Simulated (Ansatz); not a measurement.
Reactions of `N[SiH2]B(O)Cl`.

Calculated with Ansatz (gas phase, PBE0-D4/def2-TZVP geometries, no zero-point term in ΔE). CCSD(T)/CBS is the MP2 limit (def2-TZVPP, def2-QZVPP) plus CCSD(T) − MP2 in def2-TZVPP, frozen cores. This one scheme is used for every species. DFT in def2-TZVPP. For Se outer-core shells are correlated without core-valence functions, which leaves a few kJ/mol of doubt a bond. Scalar relativity is left out up to krypton. Each species was taken in one conformer, which may not be the lowest.

```tsv
reaction	ωB97M-V (kJ/mol)	CCSD(T)/CBS(def2) (kJ/mol)
`N[SiH2]B(O)Cl` + `O[SiH3]` → `OB(Cl)O[SiH3]` + `N[SiH3]`	-153	-148
`N[SiH2]B(O)Cl` + `[SiH3][SeH]` → `N[SiH2][Se][SiH3]` + `OBCl`	-105	-106
`N[SiH2]B(O)Cl` + H₂S → `N[SiH2]S` + `OBCl`	-92	-90
`N[SiH2]B(O)Cl` + `C=N` → `N=CB(O)Cl` + `N[SiH3]`	-34	-31
`N[SiH2]B(O)Cl` + `O[SiH2][SiH3]` → `N[SiH2]O[SiH2][SiH3]` + `OBCl`	-162	-159
`N[SiH2]B(O)Cl` + CH₃NH₂ → `CN[SiH2]N` + `OBCl`	-92	-90
```

Largest T1 diagnostic: 0.013, for `N=CB(O)Cl`.
